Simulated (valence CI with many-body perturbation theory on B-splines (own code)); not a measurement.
## In⁴⁴⁺ in brief

Computed by relativistic CI+MBPT: three valence electrons over a frozen Dirac-Fock core [He], a basis of 11 s, 11 p, 10 d, 8 f, 5 g, 2 h functions for each j, with the one-electron correlation potential Σ1, the two-electron term Σ2, the three-electron term Σ3, Breit, model QED; selected CI, second order for the rest, scaled by the run's own slope (own B-spline code, finite nucleus).

No measured spectrum was set against this ion. As an estimate, large intervals hold to a few tenths of a per cent, small ones and those within an open d or f shell to about a per cent.

Levels are named by their leading jj configuration (3d3/2^4 stands for four electrons in 3d with j = 3/2), which in mixed levels can hold well under half, so a name can repeat and another be missing.

Rates and lifetimes use the calculated energies. Strong lines usually hold to 10 to 20 %, long lifetimes can be off by a factor of two.

(1) What is the ground level?

(2) How well does LS coupling describe the low levels?

(3) What is the ionisation energy?

(4) Among levels below 6052.9 eV, which E1 lines absorb most strongly from the ground level?

(5) Where does the other parity begin?

Answers

(1) (2s^2 2p1/2) J=1/2, composition 100 % 2s2 2p 2P°, g = 0.646.

(2) Among the lowest 20 levels the leading LS term, summed over configurations, holds 76 % on average. For single configurations the figures are 73 % in LS and 94 % in jj coupling. Terms mix most in the J = 3/2 level at 559.7 eV, where the leading one holds 44 %.

(3) 7444.3 eV; NIST lists 7442 ± 6 eV (semi-empirical).

(4) to (2s 2p1/2 3p1/2) J=3/2 at 0.2868 nm, f = 0.652; to (2s 2p1/2 3p3/2) J=3/2 at 0.2812 nm, f = 0.198; to (2s^2 3d3/2) J=3/2 at 0.2861 nm, f = 0.137.

(5) At (2s 2p1/2^2) J=1/2, 140.9 eV.
